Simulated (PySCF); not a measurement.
Simulation results for AlBH₃O₂, AlBH₅OSi, AlH₅NOSi, AlH₄O₂Si and others

All values are calculated (PySCF 2.14.0). Calculation on a computer-drawn molecule: optimised geometry and harmonic frequencies of an isolated molecule of the commonest isotopes, restricted reference for singlets and unrestricted otherwise, frozen core in MP2.

Common to all runs: method HF.

(1) AlBH₃O₂

Start structure:
```xyz
7
AlBH3O2
O      1.5819     2.1364     3.1831
B      1.5910     0.8975     2.9092
Al     0.3986    -0.2233     1.5141
O     -0.8094     0.1506     0.3430
H      2.3280     0.0032     3.4927
H      0.6300    -1.9115     1.4814
H     -1.4603     0.2099    -0.2378
```

Settings of this run: charge -1, multiplicity 1 and basis aug-cc-pV(D+d)Z.

It finds rotational constants 15.21, 2.713, 2.303 GHz; total energy -418.1810 hartree; convergence status largest gradient component 3.514e-05 hartree/bohr.

Drawn bonds:
```tsv
atom	other atom	order
1	2	1
2	3	1
3	4	1
2	5	1
3	6	1
4	7	1
```

Optimised structure:
```xyz
7
AlBH3O2
O      1.6331     2.1458     3.0883
B      1.6782     0.8883     2.9709
Al     0.3537    -0.2346     1.5040
O     -0.8350     0.4156     0.4039
H      2.4217     0.1071     3.6118
H      0.3124    -1.8709     1.2495
H     -1.3043    -0.1885    -0.1427
```

Modes:
```tsv
frequency (cm⁻¹)	reduced mass (dalton)
56.44	2.267
90.35	7.488
274.4	1.191
311.7	7.675
404.6	3.587
484.2	1.152
652.2	1.106
749	6.463
782.8	1.656
840.3	1.368
1089	1.163
1587	4.35
1671	1.191
2206	1.094
4220	1.067
```

(2) AlBH₅OSi

Start structure:
```xyz
9
AlBH5OSi
O     -1.4804     2.3154    -2.7292
Al    -0.5450     0.8384    -1.9278
B      0.4855    -0.3944    -0.6348
Si    -0.1409    -0.6175     1.3132
H     -2.4399     2.0711    -2.5502
H      1.1276    -1.0635    -1.0570
H     -1.2730    -1.5031     1.3417
H      0.9816    -1.0003     1.9818
H     -0.5997     0.8085     1.5374
```

It was run with charge 1, multiplicity 1 and basis cc-pV(D+d)Z.

The calculation gives: rotational constants 18.12, 1.369, 1.292 GHz; total energy -633.0826 hartree; convergence status largest gradient component 1.892e-06 hartree/bohr.

Drawn bonds:
```tsv
atom	other atom	order
1	2	1
2	3	1
3	4	1
1	5	1
3	6	1
4	7	1
4	8	1
4	9	1
```

Optimised structure:
```xyz
9
AlBH5OSi
O     -1.7516     1.9052    -2.7244
Al    -0.8244     0.9495    -1.8304
B      0.4036    -0.3362    -0.5698
Si    -0.0763    -0.6346     1.4045
H     -2.2877     2.4640    -3.2606
H      1.3017    -0.8143    -1.1923
H     -1.3256    -1.4274     1.3597
H      1.0130    -1.3461     2.0912
H     -0.3369     0.6944     1.9973
```

Modes:
```tsv
frequency (cm⁻¹)	reduced mass (dalton)
21.37	1.123
79.66	4.961
144.3	4.736
190.9	6.623
359.6	1.14
370.6	1.149
384.6	1.433
402.3	2.117
636.7	1.326
674.4	3.861
758.1	1.497
913.8	1.191
986.6	1.158
1003	1.038
1017	1.039
1082	10.97
2320	1.034
2330	1.04
2374	1.045
2780	1.092
4243	1.073
```

(3) AlH₅NOSi

Start structure:
```xyz
9
AlH5NOSi
O      1.1082    -2.3419    -3.7681
Al     0.8519    -1.2435    -2.5269
N      0.4625    -0.0940    -1.3371
Si    -0.8947     0.1580    -0.1281
H      1.3931    -2.9427    -4.4650
H      1.3215     0.4900    -1.1087
H     -0.4608    -0.5248     1.0296
H     -1.0061     1.5725    -0.0699
H     -1.9203    -0.5669    -0.9704
```

It was run with charge 1, multiplicity 1 and basis cc-pV(D+d)Z.

Results for AlH₅NOSi: rotational constants 22.81, 1.754, 1.661 GHz; total energy -662.9328 hartree; convergence status largest gradient component 1.297e-05 hartree/bohr.

Drawn bonds:
```tsv
atom	other atom	order
1	2	1
2	3	1
3	4	1
1	5	1
3	6	1
4	7	1
4	8	1
4	9	1
```

Optimised structure:
```xyz
9
AlH5NOSi
O      1.0420    -2.2141    -3.7637
Al     0.8878    -1.2186    -2.5298
N      0.6965    -0.1577    -1.2038
Si    -0.8103     0.1048    -0.2632
H      1.1111    -2.8100    -4.4904
H      1.4904     0.3874    -0.8971
H     -0.5806    -0.2845     1.1339
H     -1.2215     1.5084    -0.3930
H     -1.7600    -0.8090    -0.9374
```

Modes:
```tsv
frequency (cm⁻¹)	reduced mass (dalton)
85.29	4.463
132.5	1.344
204.7	8.926
218.9	4.974
270.8	1.096
309.1	1.104
461.3	1.147
594.1	3.021
752.5	1.214
792.9	1.832
890.2	3.477
1014	1.052
1037	1.045
1043	1.108
1178	1.74
1231	2.906
2313	1.038
2382	1.029
2390	1.055
3723	1.075
4234	1.073
```

(4) AlH₄O₂Si

Start structure:
```xyz
8
AlH4O2Si
O      1.9080    -0.7693     3.6175
Al     2.0814     0.8472     3.6067
O      1.2398     1.7816     2.2101
Si     0.3922     2.5415     1.1015
H      1.8474    -1.6752     3.6916
H      2.8937     1.8185     4.3445
H      1.1375     3.5496     0.4639
H     -0.9445     2.1086     0.9495
```

Here we set charge 1, multiplicity 1 and basis cc-pV(D+d)Z.

Results for AlH₄O₂Si: rotational constants 14.74, 2.063, 1.853 GHz; total energy -682.8032 hartree; convergence status largest gradient component 9.843e-06 hartree/bohr.

Drawn bonds:
```tsv
atom	other atom	order
1	2	1
2	3	1
3	4	1
1	5	1
2	6	1
4	7	1
4	8	1
```

Optimised structure:
```xyz
8
AlH4O2Si
O      1.9095    -0.6810     3.1921
Al     2.0275     0.9112     3.6285
O      1.2017     1.8786     2.3914
Si     0.4292     2.4517     1.1846
H      2.1880    -1.5145     3.5342
H      2.6573     1.6975     4.8008
H      1.1560     2.8276    -0.0210
H     -1.0138     2.6313     1.2746
```

Modes:
```tsv
frequency (cm⁻¹)	reduced mass (dalton)
71.86	1.162
74.39	5.855
138.1	2.85
304.7	7.92
417.9	1.103
490.9	2.195
516.2	1.341
521.4	1.836
677.2	1.184
757.7	1.248
814.1	1.185
959	6.088
1050	1.073
1241	15.63
2140	1.046
2441	1.027
2486	1.062
4221	1.069
```

(5) AlH₄O₂Si

Start structure:
```xyz
8
AlH4O2Si
O      0.4080     2.0050    -0.6269
Al     0.1798     0.9436     0.5991
O     -0.6183    -0.4723     0.5462
Si    -1.4544    -1.8323     0.3405
H      0.6196     2.6673    -1.3934
H      0.7643     1.2854     1.9583
H     -0.8094    -2.7185    -0.6774
H     -2.8410    -1.4831    -0.0229
```

Here we set charge 0, multiplicity 2 and basis cc-pV(D+d)Z.

The calculation gives: rotational constants 19.28, 1.847, 1.72 GHz; total energy -683.0359 hartree; spin squared 0.7532; convergence status largest gradient component 2.753e-05 hartree/bohr.

Drawn bonds:
```tsv
atom	other atom	order
1	2	1
2	3	1
3	4	1
1	5	1
2	6	1
4	7	1
4	8	1
```

Optimised structure:
```xyz
8
AlH4O2Si
O      0.5499     2.1599    -0.5174
Al     0.2625     1.0439     0.7071
O     -0.6131    -0.3601     0.3976
Si    -1.4304    -1.7706     0.2778
H      0.2865     2.1382    -1.4218
H      0.8261     1.3422     2.1314
H     -0.7925    -2.6460    -0.7388
H     -2.8402    -1.5125    -0.1124
```

Modes:
```tsv
frequency (cm⁻¹)	reduced mass (dalton)
27.86	1.161
59.02	5.676
92.13	4.262
262.5	4.926
402.9	1.229
524.1	3.668
544.3	1.291
616.4	1.516
734.2	1.151
782	1.162
885.5	1.222
907.3	6.407
1013	1.074
1133	13.29
2067	1.043
2265	1.029
2277	1.055
4229	1.068
```

(6) Al₂H₂NO

Start structure:
```xyz
6
Al2H2NO
O      1.8786     1.9383     0.9585
Al     0.4343     1.6858     1.6469
N     -1.1001     1.2741     2.3455
Al    -2.5441     1.8651     3.1177
H      2.7325     2.0911     0.5442
H     -3.7931     2.3788     3.8517
```

Here we set charge 1, multiplicity 1 and basis cc-pV(D+d)Z.

It finds rotational constants 1.611, 1.611 GHz; total energy -614.1543 hartree; convergence status largest gradient component 2.098e-05 hartree/bohr.

Drawn bonds:
```tsv
atom	other atom	order
1	2	1
2	3	2
3	4	1
1	5	1
4	6	1
```

Optimised structure:
```xyz
6
Al2H2NO
O      1.8818     1.8231     0.9359
Al     0.4495     1.8541     1.6531
N     -1.0341     1.8861     2.3965
Al    -2.5163     1.9177     3.1374
H      2.7218     1.8051     0.5153
H     -3.8947     1.9470     3.8263
```

Modes:
```tsv
frequency (cm⁻¹)	reduced mass (dalton)
83.58	6.292
208.2	2.282
212.1	1.562
235.1	1.842
242.7	2.808
472.9	1.219
473.1	1.195
556.6	12.07
1078	11.36
1390	14.4
2166	1.052
4274	1.073
```

(7) Al₂H₂NO

Start structure:
```xyz
6
Al2H2NO
O      0.1458     1.1121     0.8393
Al    -1.2732     0.3013     0.6111
N     -2.8167    -0.4701     0.6341
Al    -4.1763    -1.4739     0.9144
H      1.0336     1.5602     0.8479
H     -5.3538    -2.4632     1.3419
```

It was run with charge 0, multiplicity 2 and basis cc-pV(D+d)Z.

Results for Al₂H₂NO: rotational constants 25.42, 1.877, 1.748 GHz; total energy -614.3427 hartree; spin squared 0.7541; convergence status largest gradient component 5.821e-06 hartree/bohr.

Drawn bonds:
```tsv
atom	other atom	order
1	2	1
2	3	2
3	4	1
1	5	1
4	6	1
```

Optimised structure:
```xyz
6
Al2H2NO
O     -0.1099     0.8760     1.2089
Al    -1.1766     0.2874     0.0080
N     -2.6458    -0.5587     0.4243
Al    -3.9609    -1.3191     1.0201
H      0.6885     1.3356     1.0059
H     -5.2358    -2.0548     1.5215
```

Modes:
```tsv
frequency (cm⁻¹)	reduced mass (dalton)
42.84	6.583
80.12	7.326
277.6	7.967
361.4	1.094
471.7	1.157
480.1	1.166
557.1	5.942
657	1.415
844.8	7.141
1318	13.01
2104	1.054
4205	1.067
```

(8) AlH₃NOSi

Start structure:
```xyz
7
AlH3NOSi
O     -1.1916     1.3496    -2.7457
Al    -1.9869     1.0370    -1.2509
N     -2.8816     0.7249     0.1704
Si    -3.5363     1.0133     1.6397
H     -0.7193     1.5271    -3.4818
H     -3.4776     2.2999     2.3676
H     -4.2947    -0.1223     2.1848
```

Settings of this run: charge 1, multiplicity 1 and basis cc-pV(D+d)Z.

Drawn bonds:
```tsv
atom	other atom	order
1	2	1
2	3	2
3	4	1
1	5	1
4	6	1
4	7	1
```

(9) Al₃H₄O

Start structure:
```xyz
8
Al3H4O
O      0.9047     3.8247    -0.2349
Al     0.6679     2.2738     0.3329
Al    -0.1727    -0.0006     1.2074
Al    -1.8863    -1.7398     2.0058
H      1.0943     4.6902    -0.5712
H      1.5090    -0.1138     1.1347
H     -2.9245    -0.6090     1.5891
H     -2.6047    -3.1701     2.4964
```

It was run with charge 0, multiplicity 2 and basis cc-pV(D+d)Z.

Drawn bonds:
```tsv
atom	other atom	order
1	2	1
2	3	1
3	4	1
1	5	1
3	6	1
4	7	1
4	8	1
```

(10) Al₂ClH₂O

Start structure:
```xyz
6
Al2ClH2O
O     -0.8006    -0.3209    -3.3706
Al     0.2681    -0.0395    -2.3254
Al     2.3477     0.3228    -0.5713
Cl     1.4474     1.6262     0.6010
H     -1.4911    -0.4829    -4.0495
H      3.8526     0.0636    -0.0820
```

Here we set charge 0, multiplicity 2 and basis cc-pV(D+d)Z.

Drawn bonds:
```tsv
atom	other atom	order
1	2	1
2	3	1
3	4	1
1	5	1
3	6	1
```

Question: Estimate the total energy of AlH₃NOSi (entry 8).
Answer: -661.7434 hartree

Question: AlH₃NOSi (entry 8): rotational constants?
Answer: 163.9, 1.616, 1.6 GHz

Question: Give the missing spin squared for Al₃H₄O (entry 9).
Answer: 0.8257

Question: Give the missing total energy for Al₃H₄O (entry 9).
Answer: -802.9596 hartree

Question: Give the missing rotational constants for Al₃H₄O (entry 9).
Answer: 7.743, 1.075, 0.9647 GHz

Question: Estimate the total energy of Al₂ClH₂O (entry 10).
Answer: -1019.4768 hartree

Question: Give the missing rotational constants for Al₂ClH₂O (entry 10).
Answer: 8.869, 1.165, 1.093 GHz

Question: Give the table of modes values for Al₂ClH₂O (entry 10).
Answer: 
Modes:
```tsv
frequency (cm⁻¹)	reduced mass (dalton)
46.42	6.28
94.97	13.38
130.1	3.902
286.1	9.05
344.3	1.232
395.8	1.353
493.9	1.52
508.6	4.618
659.2	1.109
875	7.511
1982	1.044
4225	1.068
```

Further results for AlH₃NOSi (entry 8):

```
convergence status largest gradient component : 9.512e-06 hartree/bohr
```

Optimised structure:
```xyz
7
AlH3NOSi
O     -1.2254     1.2631    -2.6698
Al    -1.9845     1.1823    -1.2667
N     -2.7732     1.0982     0.1912
Si    -3.5276     1.0179     1.5841
H     -0.7784     1.3113    -3.4961
H     -3.5822     2.1497     2.5100
H     -4.2167    -0.1930     2.0314
```

Modes:
```tsv
frequency (cm⁻¹)	reduced mass (dalton)
86.34	4.994
103.5	7.086
215.1	3.685
239.5	2.266
241.7	1.368
264.5	1.835
568	9.584
751.1	1.238
797.4	1.185
1069	1.198
1120	5.157
1466	14.89
2411	1.029
2433	1.058
4259	1.073
```

Further results for Al₃H₄O (entry 9):

```
convergence status largest gradient component : 9.124e-06 hartree/bohr
```

Optimised structure:
```xyz
8
Al3H4O
O      0.5371     3.7331    -0.1001
Al     0.5510     2.3686     0.8730
Al     0.4391    -0.2108     1.1230
Al    -1.9142    -1.1212     1.7517
H      0.5038     3.9675    -1.0112
H      1.8611    -0.7970     1.5277
H     -3.1346    -0.1159     1.9312
H     -2.2555    -2.6691     1.8650
```

Modes:
```tsv
frequency (cm⁻¹)	reduced mass (dalton)
21.8	3.096
56.04	3.689
118.7	2.655
127.7	1.88
241.9	5.844
285.8	1.259
337.5	1.207
358.9	7.936
391.3	1.259
400.5	1.214
510.5	1.101
574.6	1.16
840.1	1.07
900.1	7.436
1931	1.038
1938	1.05
1950	1.038
4242	1.069
```

Further results for Al₂ClH₂O (entry 10):

```
spin squared                                  : 0.799
convergence status largest gradient component : 9.139e-06 hartree/bohr
```

Optimised structure:
```xyz
6
Al2ClH2O
O     -0.6636    -0.2241    -3.4765
Al     0.5918     0.7516    -2.9068
Al     1.9962     0.3908    -0.7019
Cl     1.3315     1.4326     1.0433
H     -1.0949    -0.9962    -3.1512
H      3.4631    -0.1854    -0.6047
```
